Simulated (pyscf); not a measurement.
Optimised with ωB97X-D3(BJ)/def2-SVP in PySCF. Correlated levels are frozen-core, on RHF or UHF. ΔMP2 is the change of the MP2 total energy from the triple- to the quadruple-zeta basis. Singlets are restricted, triplets unrestricted.

Singlet (Å):
```xyz
3

Cl     0.9714     0.1496     1.1200
Si    -1.0971    -0.0730     1.0816
Cl    -1.3143    -1.4112    -0.4969
```

Triplet (Å):
```xyz
3

Cl     1.3934     2.3363    -0.0297
Si     1.0368     0.3954    -0.6320
Cl    -0.3436    -0.7101     0.4309
```

Question: For these two minima of `[Cl][Si][Cl]`, which spin state lies lower at CCSD(T)/def2-TZVPP + ΔMP2(QZVPP), and by how much (electronic energies)?

Answer: The singlet, by 53.6 kcal/mol. Zero-point energy shifts E(triplet) − E(singlet) by 0.0 kcal/mol. 

E(triplet) − E(singlet) by level (kcal/mol):

```tsv
level	gap
ωB97X-D3(BJ)/def2-TZVP	+53.8
PBE/def2-TZVP	+49.8
r²SCAN/def2-TZVP	+44.1
B3LYP-D3(BJ)/def2-TZVP	+53.0
PBE0-D3(BJ)/def2-TZVP	+48.1
M06-2X/def2-TZVP	+51.3
ωB97M-D3(BJ)/def2-TZVP	+59.0
HF/def2-TZVP	+34.2
MP2/def2-QZVPP	+51.8
CCSD/def2-TZVPP	+51.6
CCSD(T)/def2-TZVPP	+52.7
CCSD(T)/def2-TZVPP + ΔMP2(QZVPP)	+53.6
```

The triplet is the lowest one reached from the SCF start used. The CCSD(T) − MP2 part came from Ansatz, without density fitting, on the same reference.
